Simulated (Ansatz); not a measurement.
A trace of molecular dynamics of BH$_{6}$NO$_{2}$ (10 atoms, charge 0, multiplicity 1).

Level of theory: RKS PBE-D4/6-31G* in Ansatz 0.2.0.

```yaml
ensemble: NVE (velocity Verlet)
starting_velocities_drawn_for: 300 K
seed: 8980
```

```json
{"time (fs)": "0", "T (K)": "300", "potential energy less start (eV)": "0.000", "conserved less start (meV/atom)": "0.00"}
{"time (fs)": "4", "T (K)": "229", "potential energy less start (eV)": "0.074", "conserved less start (meV/atom)": "0.05"}
{"time (fs)": "8", "T (K)": "204", "potential energy less start (eV)": "0.101", "conserved less start (meV/atom)": "0.17"}
{"time (fs)": "12", "T (K)": "434", "potential energy less start (eV)": "-0.136", "conserved less start (meV/atom)": "0.26"}
{"time (fs)": "16", "T (K)": "1006", "potential energy less start (eV)": "-0.727", "conserved less start (meV/atom)": "0.28"}
{"time (fs)": "20", "T (K)": "1731", "potential energy less start (eV)": "-1.479", "conserved less start (meV/atom)": "0.13"}
{"time (fs)": "24", "T (K)": "1965", "potential energy less start (eV)": "-1.720", "conserved less start (meV/atom)": "0.18"}
{"time (fs)": "28", "T (K)": "2021", "potential energy less start (eV)": "-1.780", "conserved less start (meV/atom)": "0.04"}
{"time (fs)": "32", "T (K)": "1833", "potential energy less start (eV)": "-1.584", "conserved less start (meV/atom)": "0.06"}
{"time (fs)": "36", "T (K)": "1467", "potential energy less start (eV)": "-1.206", "conserved less start (meV/atom)": "0.11"}
{"time (fs)": "40", "T (K)": "1311", "potential energy less start (eV)": "-1.044", "conserved less start (meV/atom)": "0.06"}
{"time (fs)": "44", "T (K)": "1536", "potential energy less start (eV)": "-1.276", "conserved less start (meV/atom)": "0.14"}
{"time (fs)": "48", "T (K)": "1972", "potential energy less start (eV)": "-1.729", "conserved less start (meV/atom)": "0.00"}
{"time (fs)": "52", "T (K)": "2142", "potential energy less start (eV)": "-1.904", "conserved less start (meV/atom)": "0.06"}
{"time (fs)": "56", "T (K)": "1977", "potential energy less start (eV)": "-1.734", "conserved less start (meV/atom)": "-0.03"}
{"time (fs)": "60", "T (K)": "1521", "potential energy less start (eV)": "-1.262", "conserved less start (meV/atom)": "0.06"}
{"time (fs)": "64", "T (K)": "1311", "potential energy less start (eV)": "-1.046", "conserved less start (meV/atom)": "-0.05"}
{"time (fs)": "68", "T (K)": "1465", "potential energy less start (eV)": "-1.206", "conserved less start (meV/atom)": "-0.10"}
{"time (fs)": "72", "T (K)": "1747", "potential energy less start (eV)": "-1.497", "conserved less start (meV/atom)": "-0.10"}
{"time (fs)": "76", "T (K)": "1965", "potential energy less start (eV)": "-1.723", "conserved less start (meV/atom)": "-0.13"}
{"time (fs)": "80", "T (K)": "2040", "potential energy less start (eV)": "-1.799", "conserved less start (meV/atom)": "0.04"}
{"time (fs)": "84", "T (K)": "1855", "potential energy less start (eV)": "-1.608", "conserved less start (meV/atom)": "0.06"}
{"time (fs)": "88", "T (K)": "1538", "potential energy less start (eV)": "-1.279", "conserved less start (meV/atom)": "0.19"}
{"time (fs)": "92", "T (K)": "1384", "potential energy less start (eV)": "-1.120", "conserved less start (meV/atom)": "0.15"}
{"time (fs)": "96", "T (K)": "1474", "potential energy less start (eV)": "-1.212", "conserved less start (meV/atom)": "0.18"}
{"time (fs)": "100", "T (K)": "1819", "potential energy less start (eV)": "-1.570", "conserved less start (meV/atom)": "0.07"}
```

Q: Can this run be trusted? Judge the integration.

A: The conserved energy stayed within 0.32 meV per atom of its start (net change 0.069 meV per atom), so the integration is sound. The kinetic energy rose, since the run started high on the potential surface and went downhill. It ends in pieces (BH4NO2 + H2), so much of that is their flight and rotation, not heat. A run of 0.1 ps of so small a system gives no equilibrium averages. The orbitals stay closed-shell, which can raise the energy where a bond breaks towards radicals; this wasn't checked here. The time step was 0.5 fs.

Run time: 9.7 min on 1 thread of Arm Neoverse N1, with other jobs on the host, peak memory 0.12 GiB.
